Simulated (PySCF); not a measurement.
Simulation results for C2H5BSi

All values are calculated (PySCF 2.14.0). Calculation on a computer-drawn molecule: optimised geometry and harmonic frequencies of an isolated molecule of the commonest isotopes, restricted reference for singlets and unrestricted otherwise, frozen core in MP2.

Entry: C2H5BSi

Start structure:
```xyz
9
C2H5BSi
B     -0.9906    -0.5279     1.7000
C     -1.8019    -1.6731     1.4111
Si    -1.7566    -2.3838    -0.3192
C     -0.5696    -1.3007    -1.3603
H     -0.3285     0.4299     1.7143
H     -2.4220    -2.2063     2.0823
H     -0.8950    -0.2918    -1.3969
H      0.4277    -1.2479    -0.9467
H     -0.4649    -1.6412    -2.3910
```

Here we set charge 0, multiplicity 1, method HF and basis cc-pV(D+d)Z.

Drawn bonds:
| atom | other atom | order |
| --- | --- | --- |
| 1 | 2 | 2 |
| 2 | 3 | 1 |
| 3 | 4 | 1 |
| 1 | 5 | 1 |
| 2 | 6 | 1 |
| 4 | 7 | 1 |
| 4 | 8 | 1 |
| 4 | 9 | 1 |

Question: C2H5BSi: total energy?
Answer: -392.1790 hartree

Further results for C2H5BSi:

```
rotational constants                          : 9.546, 5.509, 3.571 GHz
convergence status largest gradient component : 3.058e-05 hartree/bohr
```

Optimised structure:
```xyz
9
C2H5BSi
B     -1.0124    -0.6136     1.4867
C     -1.8335    -1.7135     1.4549
Si    -1.7588    -2.3854    -0.2849
C     -0.5453    -1.2207    -1.2604
H     -0.2880     0.3073     1.4041
H     -2.4612    -2.2222     2.1683
H     -0.8996    -0.1867    -1.3392
H      0.4730    -1.1968    -0.8570
H     -0.4756    -1.6111    -2.2789
```

Modes:
| frequency (cm⁻¹) | reduced mass (dalton) |
| --- | --- |
| 23.43 | 1.066 |
| 131 | 3.221 |
| 188.2 | 3.613 |
| 273.4 | 3.458 |
| 622.9 | 3.873 |
| 631.8 | 1.174 |
| 690 | 3.012 |
| 738.9 | 1.281 |
| 811.1 | 1.222 |
| 821.4 | 1.323 |
| 901.8 | 1.399 |
| 1007 | 1.317 |
| 1374 | 1.216 |
| 1548 | 1.099 |
| 1556 | 4.205 |
| 1574 | 1.056 |
| 2950 | 1.133 |
| 3149 | 1.037 |
| 3224 | 1.1 |
| 3238 | 1.1 |
| 3413 | 1.1 |
